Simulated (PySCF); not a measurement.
**Correlation energy of Lu (lutetium, neutral)**

Starting occupation: [Xe] 4f14 5d1 6s2, 5d5/2 with m_j = +5/2. Calculation: PySCF 2.14, in x2c-QZVPPall-2c; X2C-1e with screened-nucleus spin-orbit coupling, Gaussian nucleus. Frozen: [Ar] 3d10; 43 electrons correlated; the 38 highest virtual spinors left out.

MP2 pair energies summed by pair of shells (mhartree):

| pair | energy | share (%) |
| --- | --- | --- |
| 4f-4f | -477.91 | 28.1 |
| 4d-4f | -296.84 | 17.4 |
| 4f-5p | -185.81 | 10.9 |
| 5p-5p | -121.77 | 7.2 |
| 4f-4p | -100.30 | 5.9 |
| 4d-4d | -87.19 | 5.1 |
| 4d-4p | -72.51 | 4.3 |
| 4f-5s | -40.97 | 2.4 |
| 4d-5p | -39.40 | 2.3 |
| 5p-5s | -34.30 | 2.0 |
| 5p-6s | -32.50 | 1.9 |
| 4f-4s | -25.86 | 1.5 |
| 5d-5p | -24.04 | 1.4 |
| 4d-4s | -20.54 | 1.2 |
| 6s-6s | -18.80 | 1.1 |
| 4p-4p | -18.09 | 1.1 |
| 4d-5s | -15.54 | 0.9 |
| 4f-6s | -15.40 | 0.9 |
| 5d-6s | -14.27 | 0.8 |
| 4f-5d | -13.87 | 0.8 |
| 4p-4s | -10.66 | 0.6 |
| 4p-5p | -10.35 | 0.6 |
| 5s-5s | -6.33 | 0.4 |
| 4p-5s | -5.24 | 0.3 |
| 5d-5s | -2.87 | 0.2 |
| 4s-5p | -2.02 | 0.1 |
| 5s-6s | -1.76 | 0.1 |
| 4s-4s | -1.64 | 0.1 |
| 4d-5d | -1.38 | 0.1 |
| 4d-6s | -1.36 | 0.1 |

Total MP2 correlation energy: -1701.4 mhartree.

The GHF reference relaxed away from the jj start to a determinant that is no pure jj level (⟨S²⟩ = 0.93, ⟨J²⟩ = 9.01); the energies belong to that determinant.

This basis was not built for core-valence correlation, so the inner-shell part is incomplete.
